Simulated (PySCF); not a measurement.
**Calculated properties of `C=C[P+](C)(C)C#CC`**

C₇H₁₂P (charge +1).
Structure used (GFN2-xTB), in Å, numbered top down from 1:
```
atom  x, y, z in Å
C1    -1.2379    2.2647   -0.4029
C2    -1.7466    1.0935   -0.0532
P3    -0.7411   -0.3736    0.2156
C4    -1.3057   -1.6970   -0.8844
C5    -0.9247   -0.9234    1.9321
C6     0.9270   -0.0270   -0.1125
C7     2.0889    0.1955   -0.3625
C8     3.4640    0.4510   -0.6538
H9    -0.1782    2.4023   -0.5514
H10   -1.8641    3.1288   -0.5532
H11   -2.8093    0.9447    0.0965
H12   -0.6874   -2.5819   -0.7344
H13   -2.3450   -1.9383   -0.6624
H14   -1.2249   -1.3730   -1.9214
H15   -0.5604   -0.1485    2.6057
H16   -0.3490   -1.8357    2.0862
H17   -1.9762   -1.1194    2.1427
H18    3.6791    0.1794   -1.6870
H19    3.6878    1.5076   -0.5100
H20    4.0983   -0.1390    0.0073
```

Among its groups: alkyne and C=C double bond.

From GFN2-xTB geometry:

```yaml
Rotational_constants_A_B_C_of_the_GFN2-xTB_geometry: 2.099, 1.094, 0.910 GHz
```

PBE0/pcSseg-1 ground state and GIAO shieldings, non-relativistic (PySCF):

```yaml
HOMO_energy: -12.43 eV
LUMO_energy: -5.07 eV
HOMO–LUMO_gap: 7.36 eV
Lowest_Hirshfeld_atomic_charge: -0.13 e on C6
Highest_Hirshfeld_atomic_charge: +0.49 e on P3
13C_chemical_shifts_computed_TMS_as_zero_by_class: 156.2 (C1), 136.9 (C7), 124.6 (C2), 59.9 (C6), 17.3 (C4/C5), 6.1 (C8) ppm
1H_chemical_shifts_computed_TMS_as_zero_by_class: 7.43 (H10), 7.25 (H9), 6.25 (H11), 2.73 (H18/H19/H20), 2.17 (H12/H13/H14/H15/H16/H17) ppm
Isotropic_shieldings_of_nuclei_other_than_C_and_H_by_class: 326 (P3) ppm
Mayer_bond_orders_between_heavy_atoms: C1–C2 1.94, C2–P3 0.95, P3–C4 1.09, P3–C5 1.09, P3–C6 0.98, C6–C7 2.59, C7–C8 1.25
```

Monoisotopic mass of the ion (most abundant isotopes, electron mass counted): 127.0671 u.

With B = h/(8π²I), that is 505.379 GHz u Å² over I, the principal moments of inertia are 240.7, 462.1 and 555.4 u Å² (most abundant isotopes); the inertial defect Ic − Ia − Ib is -147.4 u Å² (zero for a rigid planar frame, negative otherwise). The rotational constants make it an asymmetric top with κ = (2B − A − C)/(A − C) = -0.69, nearer the prolate limit (−1).

One conformer (not necessarily the lowest) at the GFN2-xTB geometry, without solvent or vibrations. NMR classes are plain means over equivalent atoms (diastereotopic ones count apart unless rotation or inversion swaps them), as if these changed places fast; in this geometry the members of some classes differ.
